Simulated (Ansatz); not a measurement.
Start from `Br[SiH]1[NH][AlH]1` and change one atom or group to get `[SeH][SiH]1[NH][AlH]1`.

Ansatz, PBE0-D4/def2-TZVP geometries, multiplicity 1. Each molecule was computed in one conformer, which needn't be the lowest.

Scalar relativity is left out up to krypton.

```json
{"property": "LUMO energy (ωB97M-V/def2-TZVPP) / eV", "`Br[SiH]1[NH][AlH]1`": "0.27"}
{"property": "size of the dipole moment (B3LYP/def2-TZVPP) / D", "`Br[SiH]1[NH][AlH]1`": "2.75"}
{"property": "LUMO energy (PBE/def2-TZVPP) / eV", "`Br[SiH]1[NH][AlH]1`": "-2.13"}
{"property": "size of the dipole moment (PBE/def2-TZVPP) / D", "`Br[SiH]1[NH][AlH]1`": "2.62"}
{"property": "HOMO energy (PBE0/def2-TZVPP) / eV", "`Br[SiH]1[NH][AlH]1`": "-6.68"}
{"property": "size of the dipole moment (ωB97M-V/def2-TZVPP) / D", "`Br[SiH]1[NH][AlH]1`": "2.87"}
```

(1) What does the change do to each property? (Best estimate.)

Answers

(1) Ansatz gave: 
```tsv
property	`[SeH][SiH]1[NH][AlH]1`	shift
LUMO energy (ωB97M-V/def2-TZVPP) / eV	0.35	0.08
size of the dipole moment (B3LYP/def2-TZVPP) / D	1.81	-0.94
LUMO energy (PBE/def2-TZVPP) / eV	-2.05	0.08
size of the dipole moment (PBE/def2-TZVPP) / D	1.74	-0.88
HOMO energy (PBE0/def2-TZVPP) / eV	-6.44	0.24
size of the dipole moment (ωB97M-V/def2-TZVPP) / D	1.94	-0.93
```

With PBE0 the HOMO rises by 0.24 eV and the LUMO rises by 0.09 eV, so the gap narrows by about 0.15 eV. PBE moves the HOMO by 0.22 eV and ωB97M-V by 0.23 eV. The zero-point energy changes by 18.7 kJ/mol with +3 modes. Dipoles are sizes alone; their direction can turn.

B3LYP here is the variant with VWN-RPA as its local correlation; programs differ in this.

Spin–orbit coupling is left out; it splits and shifts lone-pair levels of the heavy atoms by tenths of an eV.
